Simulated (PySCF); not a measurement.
**Unknown compound**

The spectra below were simulated for a compound C₁₁H₁₀.

1H NMR (400 MHz, computed): δ 8.10 (d, 1H), 8.10 (d, 1H), 8.07 (d, 1H), 7.92 (s, 1H), 7.81 (m, 1H), 7.78 (m, 1H), 7.72 (d, 1H), 2.70 (s, 3H).

13C{1H} NMR (computed): δ 141.1 (C), 137.6 (C), 135.5 (C), 134.0 (CH), 133.7 (CH), 133.2 (CH), 132.9 (CH), 132.7 (CH), 131.6 (CH), 130.6 (CH), 24.8 (CH3).

Calculated, not measured (PySCF): GFN2-xTB structure, σ from GIAO-PBE0/pcSseg-1. Non-relativistic, a single conformation, in vacuum, one averaged value for each set of equivalent atoms.

Referencing at the same level of theory: 1H (31.72 ppm) and 13C (186.93 ppm) against TMS.

Which of these isomers gave the spectra?
A. C=C1C=Cc2ccc(C)cc21
B. Cc1ccc2ccccc2c1
C. C#Cc1cccc(CC=C)c1
D. C=C(C)C#Cc1ccccc1
E. C#CC1=C(C=C)[C@@H]2C=C[C@H]1C2

Answers

B. 

- The formula gives 7 degrees of unsaturation (2 rings in the answer).
- 11 carbon signals for 11 carbons: no two carbons are equivalent.
- Carbon types of the structure: 3 × C, 7 × CH, 1 × CH3, which accounts for all hydrogens.
- δC 141.1: substituted aromatic carbon.
- δC 137.6, 135.5: ring-fusion aromatic carbon.
- δC 134.0, 133.7, 133.2, 132.9, 132.7, 131.6, 130.6: aromatic CH; the aromatic region.
- δC 24.8: methyl carbon on an aromatic ring; aliphatic region, no heteroatom directly attached.
- δH 2.70: hydrogen on a methyl carbon on an aromatic ring; benzylic-type position, deshielded by the ring.

The others: C#CC1=C(C=C)[C@@H]2C=C[C@H]1C2 would give 10 signals for carbon-bound and other non-exchanging H, not 8; C=C(C)C#Cc1ccccc1 would give 9 carbon signals, not 11; C=C1C=Cc2ccc(C)cc21 has carbons computed at 155.4, 146.6, 141.6, 141.0, 140.2, 135.4, 133.9, 126.0, 125.9, 121.7, 24.4, with a different DEPT pattern; C#Cc1cccc(CC=C)c1 would give 9 signals for carbon-bound and other non-exchanging H, not 8.

Shifts are as computed. Against solution values, carbons near 30 ppm lie about +3 ppm off and those near 130 ppm about +5 ppm. Of 1211 compounds with measured shifts, 218 miss one by over three times the rms of a fit or turn the order of signals round; such compounds aren't used in these exercises. Multiplicities follow the n + 1 count of equivalent neighbours, as no J values were calculated; m marks all less simple cases, F and P coupling included.
